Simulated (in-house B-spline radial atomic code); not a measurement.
Results of a calculation; reference values are marked as such.
Weak and strong correlation along the adiabatic connection

Two-electron singlets in several external potentials (atomic units), by full CI in B-splines with partial waves to l = 8 (correlation energies up to 0.6 % small). The repulsion is scaled by λ at fixed density; W(λ) is the mean repulsion less the Hartree energy, W(0) = E_x, and the area under W from 0 to 1 is E_xc.

One system gave this curve:

| λ | W (hartree) |
| --- | --- |
| 0 | -1.112 |
| 0.02 | -1.1139 |
| 0.05 | -1.1167 |
| 0.12 | -1.123 |
| 0.25 | -1.1343 |
| 0.4 | -1.1467 |
| 0.6 | -1.1621 |
| 0.8 | -1.1764 |
| 1 | -1.1897 |
| 1.4 | -1.2137 |
| 2 | -1.2443 |
| 3 | -1.2846 |
| 4.5 | -1.3283 |
| 7 | -1.3758 |
| 10 | -1.4114 |

(1) Which system is it?
A. ω²r²/2 − Z/r, ω = 0.449, Z = 2
B. ω²r²/2 − Z/r, ω = 4.57, Z = 2
C. −Z/r, Z = 1.45
D. −Z/r, Z = 16

Answers

(1) A. The exchange energy sets the size: ω²r²/2 − Z/r, ω = 0.449, Z = 2: E_x = -1.11, E_c = -0.0413; −Z/r, Z = 16: E_x = -9.78, E_c = -0.0458; ω²r²/2 − Z/r, ω = 4.57, Z = 2: E_x = -2.07, E_c = -0.0433; −Z/r, Z = 1.45: E_x = -0.678, E_c = -0.0408 hartree.
